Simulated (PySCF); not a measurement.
**Krypton: a sound run and one with changed settings**

Sound run: Kr [Kr], Kr⁺ [Ar] 3d10 4s2 4p5. Calculation: PySCF 2.14, in cc-pVTZ-DK (6s5p3d1f, 43 functions); scalar relativity by spin-free X2C-1e. In the sound run the correlated levels freeze [Ar] 3d10. The sound run starts from symmetry-adapted Hartree-Fock orbitals and uses a fine grid where one is needed.

Changed run: a valence shell is frozen. This setting is unsound on purpose.

```tsv
species	method	sound run (hartree)	changed run (hartree)	converged
Kr	MP2	-2788.34432	-2788.29709	yes
Kr	CCSD(T)	-2788.36512	-2788.30709	yes
Kr⁺	MP2	-2787.83065	-2787.77854	yes
Kr⁺	CCSD(T)	-2787.85438	-2787.78924	yes
```

Ionisation energy of Kr:

```
 method  sound run (eV)  changed run (eV)
    UHF          13.051            13.051
    MP2          13.978            14.110
SCS-MP2          13.893            14.060
   CCSD          13.861            14.042
CCSD(T)          13.898            14.091
```

Freezing a valence shell removes pair correlation that changes on ionisation.

For comparison, NIST gives 14.000 eV between the lowest levels.
